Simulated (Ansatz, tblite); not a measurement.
Forces on Pd₂H₃ at its PBE0-D4/def2-TZVP geometry. The state is a doublet with charge 0.

In the def2 sets Pd takes a core potential; there is no spin–orbit coupling. The xTB rows come from tblite. In the doublet, H3 and H5 lie 0.85 Å apart (atoms count from 1), so H2 has formed as a molecule. The structure comes from a short search, and lower isomers may exist.

GFN1-xTB (tblite), largest force 0.88 eV/Å:

```xyz
5
positions Å, forces eV/Å
Pd   -0.187    0.261   -0.043    0.454   -0.321   -0.017
Pd    2.143   -0.777   -0.361   -0.431    0.255    0.034
H    -1.556    0.070    0.935   -0.062   -0.226   -0.851
H     1.390    0.684   -0.712   -0.371   -0.107    0.160
H    -1.790   -0.238    0.180    0.411    0.398    0.674
```

GFN2-xTB (tblite), largest force 2.12 eV/Å:

```
Pd -0.072 -0.030 0.029
Pd 0.015 0.404 -0.167
H 0.697 0.852 1.810
H -0.174 -0.544 0.276
H -0.465 -0.682 -1.948
```

r2SCAN-D4/def2-TZVP (Ansatz), largest force 0.43 eV/Å:

```
Pd 0.146 -0.254 0.052
Pd -0.374 0.201 0.038
H 0.086 0.082 0.132
H 0.148 0.011 -0.050
H -0.006 -0.040 -0.171
```
